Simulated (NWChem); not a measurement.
System: C$_{3}$H$_{3}$, doublet; SMILES C(=C)=[CH]

Parts of the log:

```
             Northwest Computational Chemistry Package (NWChem) 7.3.0
             --------------------------------------------------------

 C2V symmetry detected

                             Geometry "geometry" -> ""
                             -------------------------

 Output coordinates in angstroms (scale by  1.889725989 to convert to a.u.)

  No.       Tag          Charge          X              Y              Z
 ---- ---------------- ---------- -------------- -------------- --------------
    1 C                    6.0000     0.00000000     0.00000000     1.25700329
    2 C                    6.0000     0.00000000     0.00000000    -0.11361971
    3 C                    6.0000     0.00000000     0.00000000    -1.34560571
    4 H                    1.0000     0.00000000     0.93918100     1.81652629
    5 H                    1.0000     0.00000000    -0.93918100     1.81652629
    6 H                    1.0000     0.00000000     0.00000000    -2.41971971

 Effective nuclear repulsion energy (a.u.)      53.0959848813

      Symmetry information
      --------------------

 Group name             C2v
 Group number             16
 Group order               4
 No. of unique centers     5

                                 NWChem DFT Module
                                 -----------------

 Summary of "ao basis" -> "ao basis" (spherical)
 ------------------------------------------------------------------------------
       Tag                 Description            Shells   Functions and Types
 ---------------- ------------------------------  ------  ---------------------
 C                          def2-svp                 6       14   3s2p1d
 H                          def2-svp                 3        5   2s1p

      Symmetry analysis of basis
      --------------------------

        a1         28
        a2          4
        b1         11
        b2         14

            General Information
            -------------------
          SCF calculation type: DFT
          Wavefunction type:  spin polarized.
          No. of atoms     :     6
          No. of electrons :    21
           Alpha electrons :    11
            Beta electrons :    10
          Charge           :     0
          Spin multiplicity:     2
          Use of symmetry is: on ; symmetry adaption is: on
          Maximum number of iterations: 150
          AO basis - number of functions:    57
                     number of shells:    27
          Convergence on energy requested:  1.00D-06
          Convergence on density requested:  1.00D-05
          Convergence on gradient requested:  5.00D-04

              XC Information
              --------------
                  TPSS metaGGA Exchange Functional  1.000
             TPSS03 metaGGA Correlation Functional  1.000

             Grid Information
             ----------------
          Grid used for XC integration:  coarse
          Radial quadrature: Mura-Knowles
          Angular quadrature: Lebedev.
          Tag              B.-S. Rad. Rad. Pts. Rad. Cut. Ang. Pts.
          ---              ---------- --------- --------- ---------
          C                   0.70       35          10.0       302
          H                   0.35       35          11.0       302
          Grid pruning is: on
          Number of quadrature shells:   175
          Spatial weights used:  Erf1

      Superposition of Atomic Density Guess
      -------------------------------------

 Sum of atomic energies:        -114.37226862

      Non-variational initial energy
      ------------------------------

 Total energy =    -115.873906
 1-e energy   =    -256.881197
 2-e energy   =      87.911306
 HOMO         =      -0.173471
 LUMO         =       0.049799

   Symmetry analysis of molecular orbitals - initial alpha
   -------------------------------------------------------

  Numbering of irreducible representations:

     1 a1          2 a2          3 b1          4 b2

  Orbital symmetries:

     1 a1          2 a1          3 a1          4 a1          5 a1
     6 a1          7 b2          8 a1          9 b1         10 b2
    11 b1         12 b2         13 b1         14 a1         15 a1
    16 b2         17 a1         18 a1         19 a1         20 a1
    21 b1

   Symmetry analysis of molecular orbitals - initial beta
   ------------------------------------------------------

  Numbering of irreducible representations:

     1 a1          2 a2          3 b1          4 b2

  Orbital symmetries:

     1 a1          2 a1          3 a1          4 a1          5 a1
     6 a1          7 b2          8 a1          9 b1         10 b2
    11 b1         12 b2         13 b1         14 a1         15 a1
    16 b2         17 a1         18 a1         19 a1         20 a1
    21 b1

[...]

                         DFT ENERGY GRADIENTS

    atom               coordinates                        gradient
                 x          y          z           x          y          z
   1 C       0.000000   0.000000   2.375392    0.000000   0.000000  -0.002118
   2 C       0.000000   0.000000  -0.214710    0.000000   0.000000  -0.008821
   3 C       0.000000   0.000000  -2.542826    0.000000   0.000000   0.013120
   4 H       0.000000   1.774795   3.432737    0.000000  -0.001667  -0.001594
   5 H       0.000000  -1.774795   3.432737    0.000000   0.001667  -0.001594
   6 H       0.000000   0.000000  -4.572607    0.000000   0.000000   0.001008
```

Level: TPSS/def2-SVP, spin-unrestricted. In the optimisation the excess spin sits in b1 (C2v, its own frame). The geometry was optimised at PBE0/def2-SVP, spin-unrestricted. No stability test was run on the SCF state.

### Question
Which NWChem input produces such a log?

### Answer
This is not unique; one that fits is the input that was run:
```
start job
memory heap 200 mb stack 900 mb global 1100 mb
geometry units angstroms noautoz
  C      0.000000     0.000000     1.255090
  C      0.000000     0.000000    -0.115533
  C      0.000000     0.000000    -1.347519
  H      0.000000     0.939181     1.814613
  H      0.000000    -0.939181     1.814613
  H      0.000000     0.000000    -2.421633
end
basis spherical
  * library def2-svp
end
dft
  odft
  mult 2
  xc xtpss03 ctpss03
  iterations 150
  grid coarse
end
task dft gradient
```
